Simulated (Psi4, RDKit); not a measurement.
Internal rotation in SMILES c1c(occ1)C=Cc1ccccc1 (C12H10O). Scanned: dihedral C1–C2–C3–O7; all other coordinates were relaxed at GFN2-xTB. Points at φ and −φ are mirror images.

Atom numbering (GFN2-xTB optimised geometry, Å):
```
23

C      0.0202     0.3940     0.0830
C      0.9911    -0.4532    -0.2965
C      2.3902    -0.1781    -0.1516
C      3.4807    -0.9462    -0.4930
C      4.6226    -0.2005    -0.1339
C      4.1551     0.9632     0.3984
O      2.8145     0.9882     0.3930
C     -1.4082     0.1848    -0.0318
C     -2.2734     1.1863     0.4204
C     -3.6434     1.0383     0.3347
C     -4.1853    -0.1163    -0.2060
C     -3.3427    -1.1192    -0.6591
C     -1.9725    -0.9734    -0.5744
H      0.3171     1.3377     0.5231
H      0.7698    -1.4115    -0.7424
H      3.4591    -1.9179    -0.9426
H      5.6472    -0.4876    -0.2537
H      4.6595     1.8196     0.8007
H     -1.8572     2.0899     0.8435
H     -4.2933     1.8249     0.6902
H     -5.2566    -0.2347    -0.2743
H     -3.7600    -2.0219    -1.0818
H     -1.3344    -1.7663    -0.9330
```

PBE/def2-SVP // GFN2-xTB (Psi4); PBE0/def2-SVP // GFN2-xTB (Psi4); PBE0-D3(BJ)/def2-SVP // GFN2-xTB (Psi4); UFF // GFN2-xTB (RDKit); MMFF94 // GFN2-xTB (RDKit); PBE-D3(BJ)/def2-SVP // GFN2-xTB (Psi4).

Energies in kcal/mol, each method relative to its own lowest point.

| φ / ° | PBE/def2-SVP | PBE0/def2-SVP | PBE0-D3(BJ)/def2-SVP | UFF | MMFF94 | PBE-D3(BJ)/def2-SVP |
|---|---|---|---|---|---|---|
| -165 | 1.6 | 1.7 | 1.6 | 2.1 | 1.0 | 1.5 |
| -150 | 2.6 | 2.5 | 2.5 | 2.7 | 1.6 | 2.6 |
| -135 | 4.4 | 4.0 | 3.9 | 4.0 | 2.8 | 4.3 |
| -120 | 6.5 | 5.8 | 5.8 | 6.0 | 4.3 | 6.5 |
| -105 | 8.6 | 7.7 | 7.7 | 8.0 | 5.8 | 8.6 |
| -90 | 9.8 | 8.8 | 8.8 | 8.9 | 6.4 | 9.8 |
| -75 | 9.3 | 8.4 | 8.5 | 7.7 | 5.7 | 9.3 |
| -60 | 7.3 | 6.7 | 6.7 | 5.5 | 4.3 | 7.3 |
| -45 | 4.6 | 4.3 | 4.3 | 3.3 | 2.6 | 4.6 |
| -30 | 2.2 | 2.1 | 2.1 | 1.5 | 1.2 | 2.2 |
| -15 | 0.6 | 0.5 | 0.5 | 0.4 | 0.3 | 0.6 |
| 0 | 0.0 | 0.0 | 0.0 | 0.0 | 0.0 | 0.0 |
| 15 | 0.6 | 0.5 | 0.5 | 0.4 | 0.3 | 0.6 |
| 30 | 2.2 | 2.1 | 2.1 | 1.5 | 1.2 | 2.2 |
| 45 | 4.6 | 4.3 | 4.3 | 3.3 | 2.6 | 4.6 |
| 60 | 7.3 | 6.7 | 6.7 | 5.5 | 4.3 | 7.3 |
| 75 | 9.3 | 8.4 | 8.5 | 7.7 | 5.7 | 9.3 |
| 90 | 9.8 | 8.8 | 8.8 | 8.9 | 6.4 | 9.8 |
| 105 | 8.6 | 7.7 | 7.7 | 8.0 | 5.8 | 8.6 |
| 120 | 6.5 | 5.8 | 5.8 | 6.0 | 4.3 | 6.5 |
| 135 | 4.4 | 4.0 | 3.9 | 4.0 | 2.8 | 4.3 |
| 150 | 2.6 | 2.5 | 2.5 | 2.7 | 1.6 | 2.6 |
| 165 | 1.6 | 1.7 | 1.6 | 2.1 | 1.0 | 1.5 |
| 180 | 1.2 | 1.4 | 1.3 | 2.1 | 0.8 | 1.1 |

Root-mean-square difference from the PBE-D3(BJ)/def2-SVP profile, itself a level with limits, after the best constant shift (kcal/mol): PBE/def2-SVP 0.0, PBE0/def2-SVP 0.4, PBE0-D3(BJ)/def2-SVP 0.4, UFF 0.8, MMFF94 1.2.
